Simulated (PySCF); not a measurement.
One of the candidates below gave these computed data.

All candidates are C5H9NOSi.

| technique | computed result |
| --- | --- |
| Rotational structure | rotational constants A, B, C: 3.072, 0.847, 0.787 GHz [GFN2-xTB] |
| Polarisability | 99.6 au [B3LYP/def2-SVPD] |
| Dipole | 3.30 D [B3LYP/def2-SVPD] |
| UV, first state | lowest singlet excitation: 4.79 eV (259 nm, f = 0.002) [TDDFT B3LYP/def2-SVPD] |
| Triplet | lowest triplet excitation (Tamm–Dancoff): 4.23 eV [TDA B3LYP/def2-SVPD] |
| 13C NMR | chemical shifts (computed TMS as zero) by class: 177.9 (1 C), 89.9 (1 C), 77.2 (1 C), 34.2 (1 C), 26.1 (1 C) ppm [GIAO PBE0/pcSseg-1] |

Electronic properties: PySCF, gas phase, density fitting. Levels stand in brackets. One conformer (not necessarily the lowest) at the GFN2-xTB geometry, without solvent, vibrations or thermal averaging. NMR classes are plain means over equivalent atoms (diastereotopic ones count apart unless rotation or inversion swaps them), as if these changed places fast.

Problem. Which candidate is it?
A. `N#C[C@H]1CC[SiH2]OC1`
B. `CO[C@@H]1C[C@@]1([SiH3])C#N`
C. `C#C[C@@H](C)NC(=O)[SiH3]`

Solution. C. It is `C#C[C@@H](C)NC(=O)[SiH3]`. Numbering: `[CH:1]#[C:2][C@@H:3]([CH3:4])[NH:5][C:6](=[O:7])[SiH3:8]`. Its formula, C5H9NOSi, gives 3 degrees of unsaturation: 0 rings and 3 π bonds in the structure found. 5 carbons fall into 5 classes; from least to most shielded: carbonyl carbon [C6] (177.9 ppm), alkyne carbon [C2] (89.9 ppm), terminal alkyne carbon [C1] (77.2 ppm), sp3 carbon bound to nitrogen [C3] (34.2 ppm), methyl carbon [C4] (26.1 ppm). S1 is mainly HOMO→LUMO (weight 0.95); the largest Löwdin shares of the orbital it empties are 0.57 on the carbonyl oxygen, 0.14 on the carbonyl carbon, 0.10 on the SiH3 silicon and 0.06 on the nitrogen bound to a carbonyl carbon, of the orbital it fills 0.30 on the carbonyl carbon, 0.20 on the carbonyl oxygen, 0.17 on the SiH3 silicon and 0.14 on the nitrogen bound to a carbonyl carbon. The optimised geometry has point group C1 and is an asymmetric top.

The others, at the same levels:
- `N#C[C@H]1CC[SiH2]OC1` fails: its computed 13C shifts are 124.3 (1 C), 69.9 (1 C), 31.6 (1 C), 31.5 (1 C), 12.6 (1 C) ppm, lowest singlet excitation is 6.78 eV (183 nm, f = 0.001) (against 4.79 eV) and lowest triplet excitation (Tamm–Dancoff) is 6.47 eV (against 4.23 eV).
- `CO[C@@H]1C[C@@]1([SiH3])C#N` fails: its computed 13C shifts are 126.6 (1 C), 69.3 (1 C), 61.2 (1 C), 21.3 (1 C), -2.0 (1 C) ppm, lowest singlet excitation is 6.51 eV (190 nm, f = 0.005) (against 4.79 eV) and lowest triplet excitation (Tamm–Dancoff) is 5.95 eV (against 4.23 eV).

Each candidate is one conformer, not necessarily the lowest. The conformers computed, where there is a choice (atom-mapped SMILES and torsion angles):
- `[CH:1]#[C:2][C@@H:3]([CH3:4])[NH:5][C:6](=[O:7])[SiH3:8]`: C2–C3–N5–C6 125°, C3–N5–C6–O7 0°
- `[CH3:1][O:2][C@@H:3]1[CH2:4][C@@:5]1([SiH3:6])[C:7]#[N:8]`: C1–O2–C3–C4 160°

The conformers of `N#C[C@H]1CC[SiH2]OC1` aren't listed.
